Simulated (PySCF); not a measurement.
C$_{2}$F$_{4}$, charge +1, doublet, geometry from GFN2-xTB (a state made from the parent by changing its charge; the spin is typed, not shown lowest), with bond 5-4 at 1.5 times its length; HF/6-31G run with PySCF.

Input for PySCF:
```python
from pyscf import gto, scf

mol = gto.Mole()
mol.atom = '''
    F    -1.35271688    0.00082784    1.12268403
    C    -0.70852094   -0.02613901    0.02292277
    F    -1.41862743   -0.10306927   -1.03302276
    C     0.70852094    0.02613901   -0.02292277
    F     1.67481485   -0.01431127   -1.67256466
    F     1.41862743    0.10306927    1.03302276
'''
mol.basis = '6-31g'
mol.charge = 1
mol.spin = 1
mol.verbose = 4
mol.build()

mf = scf.UHF(mol)
mf.kernel()
mo_i, mo_e, stable_i, stable_e = mf.stability(internal=True, external=True, return_status=True, nroots=6, tol=1e-6)
print('internally stable:', stable_i, ' externally stable:', stable_e)
if not stable_i:
    umf = mf.copy()
    umf.scf_summary = {}
    umf.kernel(umf.make_rdm1(mo_i, mf.mo_occ))
```

It wrote (shortened):

```
PySCF version 2.14.0

[INPUT] verbose = 4
[INPUT] num. atoms = 6
[INPUT] num. electrons = 47
[INPUT] charge = 1
[INPUT] spin (= nelec alpha-beta = 2S) = 1
[INPUT] symmetry False subgroup None
[INPUT] Mole.unit = angstrom
[INPUT] Symbol           X                Y                Z      unit          X                Y                Z       unit  Magmom
[INPUT]  1 F     -1.352716880000   0.000827840000   1.122684030000 AA   -2.556264427276   0.001564390875   2.121565341123 Bohr   0.0
[INPUT]  2 C     -0.708520940000  -0.026139010000   0.022922770000 AA   -1.338910530119  -0.049395570067   0.043317757316 Bohr   0.0
[INPUT]  3 F     -1.418627430000  -0.103069270000  -1.033022760000 AA   -2.680817315496  -0.194772692159  -1.952130096842 Bohr   0.0
[INPUT]  4 C      0.708520940000   0.026139010000  -0.022922770000 AA    1.338910530119   0.049395570067  -0.043317757316 Bohr   0.0
[INPUT]  5 F      1.674814850000  -0.014311270000  -1.672564660000 AA    3.164941375855  -0.027044380795  -3.160689133026 Bohr   0.0
[INPUT]  6 F      1.418627430000   0.103069270000   1.033022760000 AA    2.680817315496   0.194772692159   1.952130096842 Bohr   0.0

nuclear repulsion = 228.951163558904
number of shells = 30
number of NR pGTOs = 132
number of NR cGTOs = 54
basis = 6-31g
ecp = {}

******** <class 'pyscf.scf.uhf.UHF'> ********
method = UHF
initial guess = minao
damping factor = 0
level_shift factor = 0
DIIS = <class 'pyscf.scf.diis.CDIIS'>
diis_start_cycle = 1
diis_space = 8
diis_damp = 0
SCF conv_tol = 1e-09
SCF conv_tol_grad = None
SCF max_cycles = 50
direct_scf = True
direct_scf_tol = 1e-13
number electrons alpha = 24  beta = 23
Set gradient conv threshold to 3.16228e-05
init E= -474.002547645613

cycle= 1 E= -472.228357777222  delta_E= 1.77  |g|= 0.866  |ddm|= 1.69
cycle= 2 E= -471.839880131667  delta_E= 0.388  |g|= 1.43  |ddm|= 1.78
cycle= 3 E= -472.693605433628  delta_E= -0.854  |g|= 0.208  |ddm|= 1.12
cycle= 4 E= -472.719612835478  delta_E= -0.026  |g|= 0.102  |ddm|= 0.217
cycle= 5 E= -472.728497810574  delta_E= -0.00888  |g|= 0.0509  |ddm|= 0.106
cycle= 6 E= -472.734220213229  delta_E= -0.00572  |g|= 0.0383  |ddm|= 0.116
cycle= 7 E= -472.737653517522  delta_E= -0.00343  |g|= 0.0392  |ddm|= 0.0679
cycle= 8 E= -472.733877460266  delta_E= 0.00378  |g|= 0.0313  |ddm|= 0.078
cycle= 9 E= -472.730725714976  delta_E= 0.00315  |g|= 0.00833  |ddm|= 0.157
cycle= 10 E= -472.730762109421  delta_E= -3.64e-05  |g|= 0.00231  |ddm|= 0.0144
cycle= 11 E= -472.730768143207  delta_E= -6.03e-06  |g|= 0.00156  |ddm|= 0.00612
cycle= 12 E= -472.730771618318  delta_E= -3.48e-06  |g|= 0.000749  |ddm|= 0.00312
cycle= 13 E= -472.730773145358  delta_E= -1.53e-06  |g|= 0.000511  |ddm|= 0.00217
cycle= 14 E= -472.730774044025  delta_E= -8.99e-07  |g|= 0.000246  |ddm|= 0.00221
cycle= 15 E= -472.730774280222  delta_E= -2.36e-07  |g|= 9.87e-05  |ddm|= 0.00141
cycle= 16 E= -472.730774297429  delta_E= -1.72e-08  |g|= 5.69e-05  |ddm|= 0.00026
cycle= 17 E= -472.730774304999  delta_E= -7.57e-09  |g|= 3.27e-05  |ddm|= 0.000214
cycle= 18 E= -472.730774307142  delta_E= -2.14e-09  |g|= 2.54e-05  |ddm|= 6.71e-05
cycle= 19 E= -472.730774308942  delta_E= -1.8e-09  |g|= 2.39e-05  |ddm|= 6.33e-05
cycle= 20 E= -472.730774309083  delta_E= -1.41e-10  |g|= 2.47e-05  |ddm|= 5.71e-06
Extra cycle  E= -472.730774311143  delta_E= -2.06e-09  |g|= 3.16e-05  |ddm|= 4.94e-05
converged SCF energy = -472.730774311143  <S^2> = 0.76003587  2S+1 = 2.0100108
uhf_internal: lowest eigs of H = [-0.38654176  0.07309751  0.08228093  0.20019824  0.26059969  0.29838641]
<class 'pyscf.scf.uhf.UHF'> wavefunction has an internal instability
uhf_real2complex: lowest eigs of H = [0.0852008  0.09300705 0.09347458 0.10138472 0.15316901 0.17662093]
<class 'pyscf.scf.uhf.UHF'> wavefunction is stable in the real -> complex stability analysis
uhf_external: lowest eigs of H = [-1.98080252e-01 -6.09101374e-06  3.68188964e-02  4.11738060e-02
  8.87640525e-02  9.73536511e-02]
<class 'pyscf.scf.uhf.UHF'> wavefunction has an UHF/UKS -> GHF/GKS instability
internally stable: False  externally stable: False

******** <class 'pyscf.scf.uhf.UHF'> ********
method = UHF
initial guess = minao
damping factor = 0
level_shift factor = 0
DIIS = <class 'pyscf.scf.diis.CDIIS'>
diis_start_cycle = 1
diis_space = 8
diis_damp = 0
SCF conv_tol = 1e-09
SCF conv_tol_grad = None
SCF max_cycles = 50
direct_scf = True
direct_scf_tol = 1e-13
number electrons alpha = 24  beta = 23
Set gradient conv threshold to 3.16228e-05
init E= -472.702994157505
cycle= 1 E= -472.755558833039  delta_E= -0.0526  |g|= 0.071  |ddm|= 0.267
cycle= 2 E= -472.76310085923  delta_E= -0.00754  |g|= 0.0342  |ddm|= 0.104
cycle= 3 E= -472.765532515863  delta_E= -0.00243  |g|= 0.0187  |ddm|= 0.0737
cycle= 4 E= -472.765998241371  delta_E= -0.000466  |g|= 0.00742  |ddm|= 0.0317
cycle= 5 E= -472.766103084493  delta_E= -0.000105  |g|= 0.00174  |ddm|= 0.0225
cycle= 6 E= -472.76610641729  delta_E= -3.33e-06  |g|= 0.000776  |ddm|= 0.00363
cycle= 7 E= -472.7661072578  delta_E= -8.41e-07  |g|= 0.000421  |ddm|= 0.00145
cycle= 8 E= -472.766107643333  delta_E= -3.86e-07  |g|= 0.000294  |ddm|= 0.00097
cycle= 9 E= -472.766107935136  delta_E= -2.92e-07  |g|= 0.000182  |ddm|= 0.00111
cycle= 10 E= -472.766108088054  delta_E= -1.53e-07  |g|= 9.42e-05  |ddm|= 0.000998
cycle= 11 E= -472.766108123302  delta_E= -3.52e-08  |g|= 6.61e-05  |ddm|= 0.000418
cycle= 12 E= -472.766108139393  delta_E= -1.61e-08  |g|= 5.5e-05  |ddm|= 0.000204
cycle= 13 E= -472.766108156053  delta_E= -1.67e-08  |g|= 4.73e-05  |ddm|= 0.000214
cycle= 14 E= -472.766108176476  delta_E= -2.04e-08  |g|= 3.72e-05  |ddm|= 0.000323
cycle= 15 E= -472.766108190803  delta_E= -1.43e-08  |g|= 2.58e-05  |ddm|= 0.000302
cycle= 16 E= -472.76610819991  delta_E= -9.11e-09  |g|= 1.51e-05  |ddm|= 0.000352
cycle= 17 E= -472.766108201772  delta_E= -1.86e-09  |g|= 7.52e-06  |ddm|= 0.000157
cycle= 18 E= -472.766108202029  delta_E= -2.57e-10  |g|= 3.72e-06  |ddm|= 5.69e-05
Extra cycle  E= -472.766108202045  delta_E= -1.61e-11  |g|= 2.59e-06  |ddm|= 5.53e-06
converged SCF energy = -472.766108202045  <S^2> = 1.4479181  2S+1 = 2.6060837
```
